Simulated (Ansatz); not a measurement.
## Reading a saddle point

A first-order saddle point of Si2NH9S, closed shell, PBE0-D4/def2-TZVP, with one imaginary mode of 120i cm⁻¹:

```xyz
13
angstrom
Si -1.0354 0.1318 0.0543
S 0.8066 -2.0548 0.0562
H -1.9648 1.2707 -0.2855
H -1.9259 -1.0163 0.3223
Si 0.5365 0.8116 1.6182
H 0.1888 -0.9882 -1.5033
N -0.3837 -0.0871 -1.6947
H 2.0222 -1.4852 -0.0106
H 0.1741 2.1490 2.1842
H 1.8392 0.9794 0.9208
H 0.6236 -0.1682 2.7226
H 0.2318 0.6647 -1.9918
H -1.1129 -0.2077 -2.3928
```

Computed with Ansatz 0.2.0 (basis: def2-TZVPP and def2-QZVPP); correlated methods freeze the cores. Extrapolation: Hartree–Fock as exp(−7.88 √X), correlation as X^−2.97.

Question: Which contacts change along the imaginary mode, and what lies on either side? (Judge from chemistry; the calculation decides.)

Answer: The calculation gives: The step is Si₂H₆S ([SiH3][SiH2][SH]) + NH₃ → Si₂NH₇ ([NH2][SiH2][SiH3]) + H₂S, with the molecules in contact on both sides. Shortening one way: Si1–N7, S2–H6; lengthening the same way: Si1–S2, H6–N7.
```tsv
pair	one side (Å)	saddle (Å)	other side (Å)
Si1–N7	2.97	1.88	1.74
S2–H6	3.23	1.99	1.35
Si1–S2	2.15	2.86	4.41
H6–N7	1.01	1.08	2.21
```

Question: Which side is lower, and how far does the saddle lie above each? (To be estimated.)

Answer: Computed: The side with Si1–S2, H6–N7 short is lower by 4.76 kcal/mol; the saddle lies 21.86 kcal/mol above it and 17.10 kcal/mol above the other (CCSD(T) at an estimated basis limit (MP2 extrapolated from triple and quadruple zeta, plus CCSD(T) − MP2 in triple zeta); electronic energies).

The T1 diagnostic stays at or below 0.013.

Labels in which every atom is bracketed show which atoms are joined, not bond orders.

For scale, one of the runs: CCSD(T)/def2-TZVPP, 283 basis functions, launched by `ansatz run in.yaml --threads 8 --pin off --events-out ev --progress --plain --max-ram 19148MiB`. Hardware: 8 CPU threads of an Intel Xeon 6975P-C, shared host. Wall time 31 s; peak host memory 8.4 GiB.
